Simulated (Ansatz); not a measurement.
Correlation energies of AlClFH3Si (`[F][Al]([SiH3])[Cl]`) by basis set

```xyz
7

F    -1.1377   -1.9055    1.3545
Al   -0.4935   -1.2330   -0.0015
Si    0.3922    1.0309    0.0727
Cl   -0.4900   -2.4157   -1.7227
H     1.4964    1.1062    1.0674
H    -0.6784    1.9772    0.4878
H     0.9110    1.4398   -1.2583
```

Charge 0, multiplicity 1. The geometry is a stationary point of PBE0-D4/def2-TZVP. Frozen core, restricted reference, Ansatz 0.2.0. CBS rows extrapolate triple and quadruple zeta; past MP2 they add the triple-zeta difference.

```json
{"basis": "def2-SVP", "HF (Eh)": "-1091.29019", "MP2 corr.": "-0.47581", "CCSD corr.": "-0.51834", "(T)": "-0.00983", "CCSD(T) total": "-1091.81836"}
{"basis": "def2-TZVPP", "HF (Eh)": "-1091.76655", "MP2 corr.": "-0.63586", "CCSD corr.": "?", "(T)": "?", "CCSD(T) total": "?"}
{"basis": "def2-QZVPP", "HF (Eh)": "?", "MP2 corr.": "-0.69573", "CCSD corr.": "–", "(T)": "–", "CCSD(T) total": "–"}
{"basis": "CBS(def2)", "HF (Eh)": "?", "MP2 corr.": "-0.74007", "CCSD corr.": "-0.78446", "(T)": "as TZ", "CCSD(T) total": "?"}
```

(1) Fill in the withheld values. (Best estimate.)

Answers

(1) Computed: def2-TZVPP CCSD corr.: -0.68025; def2-TZVPP (T): -0.02313; def2-TZVPP CCSD(T) total: -1092.46993; def2-QZVPP HF (Eh): -1091.80044; CBS(def2) HF (Eh): -1091.80511; CBS(def2) CCSD(T) total: -1092.61270.
